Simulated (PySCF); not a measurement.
GeH4SZn, SMILES [GeH3][Zn][SH].

The structure is a stationary point at PBE-D3(BJ)/def2-SVP. One conformer was computed; it need not be the lowest.

All values below come from PBE/def2-TZVPD (PySCF).

```yaml
total_energy: -4256.28739 hartree
highest_occupied_level: -6.14 eV
lowest_empty_level: -1.89 eV
orbital_gap: 4.25 eV
dipole_moment: 1.13 D
quadrupole, principal values (traceless, Buckingham form, about the centre of nuclear charge): -10.17, 1.86, 8.31 D·Å
mean_static_polarisability: 93.2 bohr³ (13.81 Å³)
polarisability_principal_values: 71.9, 72.9, 134.8 bohr³
```
